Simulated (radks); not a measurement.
Species: the technetium ion Tc37+. Configuration: [He] 2s2 2p2.

Calculated with a radial shooting solver on a logarithmic mesh with Libxc functionals: Dirac Kohn-Sham, BLYP, spin-unpolarised, spherical densities, finite nucleus; open shells fill j = l - 1/2 first; Fermi nuclear charge, rms radius 4.4112 fm.

Energy parts (hartree):
| part | energy |
|---|---|
| total | -2707.49191 |
| kinetic | 2858.53810 |
| electron-nucleus | -5706.41266 |
| Hartree | 188.03140 |
| exchange-correlation | -47.64876 |

Orbitals (lengths in bohr, moments of r in powers of bohr):
| orbital | occ. | eigenvalue (hartree) | <r^4> | <r> | small-component weight |
|---|---|---|---|---|---|
| 1s1/2 | 2 | -872.8024 | 6.389e-06 | 0.03417 | 2.48e-02 |
| 2s1/2 | 2 | -199.3435 | 0.0009303 | 0.1417 | 5.67e-03 |
| 2p1/2 | 2 | -194.2360 | 0.0005769 | 0.1192 | 5.62e-03 |
| 2p3/2 | 0 | -189.2447 | 0.0006424 | 0.1234 | 5.46e-03 |
| 3s1/2 | 0 | -85.00840 | 0.02383 | 0.3362 | 2.25e-03 |
| 3p1/2 | 0 | -83.17380 | 0.02003 | 0.3163 | 2.24e-03 |
| 3p3/2 | 0 | -81.83554 | 0.02146 | 0.3224 | 2.19e-03 |

The highest occupied level is 2p1/2 at -5285.4 eV. The electron density at the nucleus is 9.964e+04 e/bohr^3. The density falls to 0.001 e/bohr^3 at r = 0.50 bohr. For comparison, the ionisation energy in NIST's Atomic Spectra Database is 5361 eV (semi-empirical). In exact Kohn-Sham theory the highest level is minus the ionisation energy, but local and semilocal functionals leave it too shallow, through self-interaction and a potential that decays too fast; potentials with the right tail come closer. Summed over all electrons, <r^2> = 0.08486 bohr^2, which gives a Langevin (diamagnetic) susceptibility term of -0.0672 x 10^-6 cm^3/mol.

Beside tabulated values, note that spin-unpolarised runs miss the spin-polarisation part of the exchange energy of open shells.
